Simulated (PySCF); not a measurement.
## A search over the determinants of SbTe

Unrestricted PBE0; basis Sb def2-SVP with ECP28, Te def2-SVP with ECP28; scalar-relativistic core potentials; PySCF 2.14. Outer shells of the fragments: Sb 4d10 5s2 5p3; Te 4d10 5s2 5p4.

Followed along the bond (rough minima from three points):

```
2Ms+1     unpaired  ⟨S²⟩ at the start  R at minimum (Å)  Te (eV)
    2          π ↑               0.96              2.55     0.00
    4        π ↑↑↑               3.76  none in the scan   ≤ 1.01
    2        π ↑↑↓               1.76  none in the scan   ≤ 1.35
    6  σ ↑, π ↑↑↑↑               8.75  none in the scan   ≤ 3.64
```

Solutions found at the starting distance of 2.685 Å, counted from the lowest of them; the search is not exhaustive and high or unbound solutions are not listed, so other states can lie among these:

| 2Ms+1 | unpaired | term | E (eV) | ⟨S²⟩ | ⟨Lz²⟩ | μ (D) |
| --- | --- | --- | --- | --- | --- | --- |
| 2 | π ↑ | ²Π | 0.00 | 0.96 | 1.01 | -1.48 |
| 4 | π ↑↑↑ | ⁴Π | 0.87 | 3.76 | 1.00 | -0.31 |
| 2 | π ↑↑↓ | mixed | 1.22 | 1.76 | 3.02 | -0.29 |
| 4 | σ ↑, π ↑↑ | ⁴Σ⁻ | 2.05 | 3.76 | 0.00 | -1.47 |
| 2 | π ↑ | mixed | 2.35 | 0.75 | 3.01 | -0.30 |
| 2 | σ ↓, π ↑↑ | mixed | 2.47 | 1.76 | 0.00 | -1.46 |
| 2 | σ ↑ | mixed | 2.70 | 1.27 | 0.00 | -0.85 |
| 4 | σ ↑, π ↑↑ | mixed | 3.54 | 3.76 | 2.01 | -0.29 |
| 2 | σ ↓, π ↑↑ | mixed | 3.92 | 1.76 | 2.01 | -0.28 |
| 4 | σ ↑, π ↑↑ | mixed | 3.97 | 3.75 | 2.01 | -0.78 |

A term symbol is given only where ⟨S²⟩ and ⟨Lz²⟩ are close to those of a pure state; real π, δ and φ orbitals otherwise mix terms. A positive dipole means Sb(−)Te(+).

Spin–orbit coupling is left out. Counting both spins, an empty level lies below a filled one in some of these solutions, because spin and occupation are held.
